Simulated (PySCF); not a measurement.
## XPS shifts beside NMR shieldings

Compound: C6H15BO.
Structure used (PBE0-D3(BJ)/def2-SVP), in Å, numbered top down from 1:
```
atom  x, y, z in Å
C1    -1.6587    0.0950    0.7820
O2    -0.9411    1.0178   -0.0235
C3    -1.7522    2.0577   -0.5502
B4     0.0867    0.3391   -1.1480
C5     1.1175   -0.5979   -0.3648
C6     2.3781   -0.8546   -1.2343
C7     3.1117    0.2433   -0.4420
C8     2.0324    0.1360    0.6509
H9    -0.9275   -0.5878    1.2255
H10   -2.3735   -0.4738    0.1650
H11   -2.1870    0.6459    1.5737
H12   -1.0850    2.7334   -1.0949
H13   -2.5041    1.6437   -1.2413
H14   -2.2432    2.5853    0.2808
H15   -0.6817   -0.2398   -1.9148
H16    0.5897    1.3453   -1.6315
H17    0.6493   -1.5230    0.0171
H18    2.8134   -1.8514   -1.0580
H19    2.2799   -0.7130   -2.3227
H20    4.1552    0.0508   -0.1481
H21    3.0732    1.2126   -0.9602
H22    2.3559   -0.5191    1.4769
H23    1.6582    1.0772    1.0873
```

Binding energies: delta-SCF UKS SCAN, pcX-2 on the ionised atom, pcseg-1 elsewhere, spin-free X2C (PySCF). Shieldings: GIAO PBE0/pcSseg-1, non-relativistic, same geometry.

```
atom  isotropic shielding (ppm)
  C1                      122.2
  C5                      161.6
  C6                      160.7
  C7                      163.1
```

Q: What are the C 1s binding energies of these atoms?

A: 
```csv
atom,environment,C 1s (eV),isotropic shielding (ppm)
C5,sp3 carbon bound to boron,288.89,161.6
C6,four-membered-ring carbon,289.56,160.7
C7,four-membered-ring carbon,289.68,163.1
C1,O-methyl carbon,292.99,122.2
```

Q: Among the listed atoms, is the one with the highest binding energy also the least shielded?

A: Yes: C1 has both (292.99 eV, 122.2 ppm).

By binding energy: C5 < C6 < C7 < C1. By shielding: C1 < C6 < C5 < C7.

Of atoms equivalent by bonding only the ionised one is listed; its partners' own values can differ in this conformer. Isolated species at its PBE0-D3(BJ)/def2-SVP geometry (one conformer only).
